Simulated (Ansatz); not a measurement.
Ge₁₈H₂₄, a nanocrystal cut from hexagonal germanium, relaxed as a singlet with RKS PBE-D4/def2-SVP in Ansatz, starting from the GFN2-xTB geometry. Force threshold 0.03 eV/Å.

Single mean-field runs in def2-SVP are fitted with def2-universal-jkfit.

Start:

```
atom    x (Å)    y (Å)    z (Å)
 Ge1  -2.0737   0.6026   4.3015
 Ge2  -1.5718   2.8372   3.5542
 Ge3  -1.3524  -1.0020   2.6287
 Ge4  -2.4612  -0.6212   0.4724
 Ge5  -0.5005   2.7548   1.3767
 Ge6  -1.9424   1.6757  -0.2906
 Ge7  -1.8028  -2.2026  -1.2848
 Ge8  -2.9606  -1.7513  -3.3691
 Ge9  -0.9594   1.5583  -2.5352
Ge10  -2.4559   0.4818  -4.1143
Ge11   1.0581  -0.8378   2.2023
Ge12   1.5803   1.4549   1.4358
Ge13   1.8828  -2.4314   0.5304
Ge14   0.6280  -1.9785  -1.5297
Ge15   2.7380   1.3239  -0.7230
Ge16   1.1439   0.3169  -2.2925
Ge17   4.2735  -2.2062   0.1850
Ge18   4.7824   0.0250  -0.5600
 H19  -3.5526   0.4403   4.6096
 H20  -1.4333   0.3089   5.6478
 H21  -2.8209   3.7019   3.5109
 H22  -0.7059   3.5746   4.5613
 H23  -1.6691  -2.4307   3.0954
 H24  -3.9828  -0.7111   0.6796
 H25  -0.1749   4.1769   0.8955
 H26  -3.2676   2.4524  -0.3701
 H27  -2.1162  -3.6257  -0.7992
 H28  -4.4575  -1.9561  -3.2156
 H29  -2.5985  -2.7810  -4.4257
 H30  -0.6328   2.9863  -2.9978
 H31  -3.7199   1.3014  -4.3101
 H32  -1.8542   0.4778  -5.5086
 H33   1.8090  -1.0713   3.5237
 H34   2.5251   2.0884   2.4708
 H35   1.5449  -3.8533   1.0050
 H36   1.1065  -2.9511  -2.6203
 H37   3.0507   2.7532  -1.1913
 H38   1.8154   0.2064  -3.6712
 H39   5.0460  -2.5624   1.4421
 H40   4.7777  -3.2459  -0.7992
 H41   5.7792   0.7015   0.3640
 H42   5.5252   0.0186  -1.8846
```

(1) Estimate the energy that the relaxation releases and the steps that it takes.

(2) Does the start keep its bonding and symmetry?

(3) Predict the relaxed structure.

## Answers

(1) 9.6 kcal/mol, in 4 steps; 19 s on 11 threads of AMD EPYC 7R13 on a shared host and a whole NVIDIA H100 80GB HBM3. No frequencies were taken in this run, so the end may be a saddle point.

(2) By distances, no bond broke or formed. The bond that changes most is Ge17–Ge18, from 2.41 to 2.46 Å (atoms count from 1). Point group D3h at the start, D3h at the end, both within 0.05 Å.

(3) 
```xyz
42

Ge   -2.064    0.568    4.277
Ge   -1.552    2.846    3.517
Ge   -1.340   -1.058    2.595
Ge   -2.481   -0.610    0.474
Ge   -0.474    2.771    1.320
Ge   -1.964    1.677   -0.287
Ge   -1.780   -2.230   -1.226
Ge   -2.942   -1.767   -3.330
Ge   -0.915    1.600   -2.500
Ge   -2.425    0.510   -4.090
Ge    1.070   -0.832    2.218
Ge    1.588    1.455    1.457
Ge    1.821   -2.456    0.544
Ge    0.636   -1.986   -1.549
Ge    2.689    1.374   -0.730
Ge    1.153    0.301   -2.309
Ge    4.233   -2.219    0.190
Ge    4.749    0.060   -0.565
H    -3.595    0.427    4.522
H    -1.340    0.289    5.627
H    -2.864    3.678    3.432
H    -0.613    3.544    4.544
H    -1.658   -2.515    3.057
H    -4.025   -0.720    0.685
H    -0.137    4.210    0.817
H    -3.302    2.478   -0.378
H    -2.092   -3.675   -0.724
H    -4.479   -1.917   -3.130
H    -2.503   -2.795   -4.414
H    -0.575    3.052   -2.963
H    -3.740    1.333   -4.220
H    -1.760    0.456   -5.497
H     1.828   -1.087    3.560
H     2.551    2.112    2.496
H     1.469   -3.898    1.026
H     1.114   -2.988   -2.647
H     2.995    2.827   -1.210
H     1.836    0.209   -3.711
H     4.994   -2.519    1.514
H     4.713   -3.247   -0.876
H     5.727    0.736    0.439
H     5.454    0.007   -1.952
```
Bond lengths: 24 × Ge–Ge 2.45 to 2.47 Å; 24 × Ge–H 1.56 Å.
